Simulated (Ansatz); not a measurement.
# An elementary step

Start structure (HfSiN$_{2}$H$_{10}$O$_{4}$, singlet), relaxed at PBE0-D4/def2-TZVP:

| atom | x (Å) | y (Å) | z (Å) |
| --- | --- | --- | --- |
| Si1 | -1.0164 | 0.0675 | -1.3851 |
| N2 | -0.3964 | 0.5240 | -2.9993 |
| N3 | -1.3590 | -0.3902 | 0.5203 |
| H4 | 1.2163 | 0.5259 | -1.3735 |
| O5 | 0.5933 | 0.2582 | -0.6894 |
| Hf6 | 0.6987 | -0.1465 | 1.4498 |
| O7 | 0.0608 | 1.1533 | 2.7481 |
| O8 | 2.5913 | 0.2711 | 1.3000 |
| O9 | 0.7036 | -1.9674 | 2.1340 |
| H10 | -1.4142 | -1.3275 | -1.7490 |
| H11 | -1.9421 | 1.2315 | -1.2285 |
| H12 | -0.3745 | -0.1819 | -3.7192 |
| H13 | -0.7007 | 1.3994 | -3.3972 |
| H14 | -2.0469 | 0.2262 | 0.9401 |
| H15 | -1.7193 | -1.3328 | 0.6251 |
| H16 | 0.3824 | 1.7866 | 3.3839 |
| H17 | 3.4303 | 0.5144 | 0.9232 |
| H18 | 1.2927 | -2.6118 | 2.5167 |

The step: HfSiN₂H₁₀O₄ ([NH2][SiH2]1[NH2][Hf]([OH])([OH])([OH])[OH]1) → HfSiNH₇O₄ ([OH][Hf]1([OH])([OH])[NH2][SiH2][O]1) + NH₃; bonds formed: N2–H4; bonds broken: Si1–N2, H4–O5. Ansatz 0.2.0; basis: def2-TZVPP and def2-QZVPP; cores frozen in the correlated methods. Core potentials replace the inner electrons of the atoms past krypton. Extrapolation: Hartree–Fock as exp(−7.88 √X), correlation as X^−2.97. Energies below are by CCSD(T) at an estimated basis limit (MP2 extrapolated from triple and quadruple zeta, plus CCSD(T) − MP2 in triple zeta).

Task: What are the electronic barrier and the energy of the step, from the start structure to the end structure? (Judge from chemistry; the value comes from the calculation.)

Result: By the calculation: Barrier 0.372 eV; step energy -0.736 eV (downhill); reverse barrier, their difference, 1.107 eV. Barrier and step energy count from the start structure, the reverse barrier from the end structure.

The saddle point: One imaginary mode of 1014i cm⁻¹.
| pair | start (Å) | saddle (Å) | end (Å) |
| --- | --- | --- | --- |
| N2–H4 | 2.29 | 1.41 | 1.01 |
| Si1–N2 | 1.79 | 1.93 | 2.33 |
| H4–O5 | 0.96 | 1.12 | 2.32 |

Zero-point energy (harmonic, PBE0-D4): ZPE is 3.373 eV at the start and 3.290 eV at the saddle, so the barrier goes from 0.372 to 0.288 eV.

No T1 diagnostic of these runs exceeds 0.016. The end structure is not quite a true minimum (one mode of 75i cm⁻¹).

The step is the kind of ligand exchange by which a precursor binds to a hydroxyl group, or is hydrolysed, in atomic layer deposition of oxides. Here a small cluster stands in for the surface site.

Labels in which every atom is bracketed show which atoms are joined, not bond orders.

For scale, one of the runs: CCSD(T)/def2-TZVPP, 424 basis functions, launched by `ansatz run in.yaml --threads 4 --pin off --events-out ev --progress --plain --max-ram 46080MiB --backend cuda --devices 0, --max-vram 37GiB`. Hardware: 4 CPU threads of an AMD EPYC 7R13 and a share of one NVIDIA H100, shared host. Wall time 56 s; peak host memory 0.89 GiB.
